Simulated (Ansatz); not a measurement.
BH3 (SMILES B) moved off its minimum; all values from Ansatz (a first-principles code), cores frozen in correlated methods.
(charge 0, multiplicity 1)
```xyz
4

B      0.00202    -0.05697     0.02910
H     -1.17410    -0.11979    -0.34196
H      0.50234    -0.45795     0.92933
H      0.76577     0.65802    -0.70315
```

Forces at wB97M-V/def2-TZVPP (eV/Å):

| atom | Fx | Fy | Fz |
|---|---|---|---|
| B1 | -0.599 | 2.381 | -3.433 |
| H2 | 1.020 | -0.237 | 0.598 |
| H3 | 0.612 | -1.184 | 2.029 |
| H4 | -1.032 | -0.960 | 0.806 |

Give the forces (eV/Å), the total energy and the dipole at CCSD(T)/aug-cc-pVTZ.


| atom | Fx | Fy | Fz |
|---|---|---|---|
| B1 | -0.597 | 2.413 | -3.487 |
| H2 | 0.899 | -0.255 | 0.575 |
| H3 | 0.667 | -1.258 | 2.173 |
| H4 | -0.968 | -0.900 | 0.739 |
Energy -26.5297 hartree, dipole 0.28 D.
